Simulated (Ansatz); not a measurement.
**Ligand exchange: BH(CH3)(SH) + SiH(SH)3 → B(CH3)(SH)2 + SiH2(SH)2**

Species: BH(CH3)(SH), singlet; SiH(SH)3, singlet; B(CH3)(SH)2, singlet; SiH2(SH)2, singlet. The partners trade H for SH: B–H and Si–SH bonds give way to B–SH and Si–H.

Shapes, held fixed at every level: PBE0-D4/def2-TZVP. Flexible molecules stand in one conformer, not always the lowest. Programs: Ansatz 0.2.0. Electronic energies: no zero-point or thermal term.

```csv
level,kind,ΔE (kJ/mol),less CCSD(T)/CBS estimate,CPU time (sum over the molecules)
HF/def2-TZVPP,Hartree–Fock,-11.3,-1.2,–
PBE-D4/def2-TZVPP,GGA,-11.4,-1.3,34 s
r2SCAN-D4/def2-TZVPP,meta-GGA,-11.9,-1.8,53 s
B3LYP-D4/def2-TZVPP,global hybrid,-10.1,0.0,68 s
PBE0-D4/def2-TZVPP,global hybrid,-11.0,-0.9,36 s
MP2/def2-TZVPP,perturbation theory,-12.7,-2.6,–
CCSD(T)/CBS estimate,coupled cluster or CI,-10.1,0.0,11 min
```

The highest level, CCSD(T)/CBS estimate, gives ΔE = -10.1 kJ/mol; the levels span -12.7 to -10.1. The column of differences is taken from that level and isn't an error. No measured value is set beside it here. The CBS estimate extrapolates MP2 from def2-TZVPP and def2-QZVPP and adds CCSD(T) − MP2 in the triple-zeta set, cores frozen. Times are processor times on shared x86 and Arm servers, and rough.
